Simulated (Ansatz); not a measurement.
SiSn4. Total charge 0; singlet. Geometry PBE-D4/def2-SVP, basis def2-TZVP, Ansatz.

| atom | x (Å) | y (Å) | z (Å) |
| --- | --- | --- | --- |
| Si1 | 0.7168 | -0.7983 | 1.1399 |
| Sn2 | -0.8418 | 0.9374 | -1.3386 |
| Sn3 | 1.8485 | 1.0251 | -0.3197 |
| Sn4 | -1.3670 | 0.7104 | 1.4821 |
| Sn5 | -0.3565 | -1.8746 | -0.9637 |

| run | HOMO (eV) | LUMO (eV) |
| --- | --- | --- |
| A | -5.31 | -3.29 |
| B | -5.11 | -3.26 |
| C | -5.78 | -2.73 |
| D | -4.89 | -3.09 |

In the def2 sets Sn takes a core potential; there is no spin–orbit coupling. The structure comes from a short search, and lower isomers may exist.

Problem. The runs used BLYP, PBE, PBE0, r2SCAN. Estimate which is which.

Solution. A r2SCAN (0 % exact exchange); B PBE (0 % exact exchange); C PBE0 (25 % exact exchange); D BLYP (0 % exact exchange). Exact exchange lowers occupied and raises empty levels; among semilocal functionals meta-GGAs tend to open the gap a little, and such runs are hard to tell apart. The gap grows from 1.79 eV (BLYP) to 3.05 eV (PBE0).
